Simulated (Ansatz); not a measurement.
## Energy profile

The step: CH₇GeN ([CH3][GeH2][NH2]) → GeNH₃ ([NH][GeH2]) + CH₄; bonds formed: C2–H4; bonds broken: Ge1–C2, N3–H4 (atoms numbered as in the saddle structure below).

```
10
angstrom
Ge -1.0315 -0.1146 -0.3625
C 1.1087 0.5053 -0.0556
N -0.9520 -0.7920 1.2684
H 0.3724 -0.2488 0.7415
H -0.9740 -0.9030 -1.6976
H -1.5604 1.3112 -0.6432
H 1.1001 0.5975 -1.1515
H 1.9987 -0.0939 0.1595
H 1.1907 1.4964 0.3857
H -1.2527 -1.7580 1.3556
```

Electronic energies by CCSD(T) at an estimated basis limit (MP2 extrapolated from triple and quadruple zeta, plus CCSD(T) − MP2 in triple zeta), on PBE0-D4/def2-TZVP structures; CH7GeN, singlet; no counterpoise correction. Computed with Ansatz 0.2.0 (basis: def2-TZVPP and def2-QZVPP); correlated methods freeze the cores. Filled d shells of the heavier atoms are correlated. The def2 sets are not built for correlating such inner shells, so the correlated values are less sure here. Extrapolation: Hartree–Fock as exp(−7.88 √X), correlation as X^−2.97.

Problem. Give the profile in kJ/mol, counted from the start structure. (Judge from chemistry; the value comes from the calculation.)

Solution. Computed:
```tsv
point	kJ/mol
start structure	0.0
saddle	372.4
end structure	194.5
separated: GeNH3 (linked as [NH][GeH2]; Ge1, N3, H5, H6, H10; singlet) + CH4 (C2, H4, H7, H8, H9; singlet)	199.1
```

The T1 diagnostic stays at or below 0.019. The restricted Hartree–Fock reference is unstable towards an unrestricted one at one or more of these structures.

For scale, one of the runs: CCSD(T)/def2-TZVPP, 208 basis functions, launched by `ansatz run in.yaml --threads 4 --pin off --events-out ev --progress --plain --max-ram 9574MiB`. Time: 64 s of wall clock on 4 CPU threads of an Arm Neoverse V1; the host was shared. Peak host memory: 2.9 GiB.
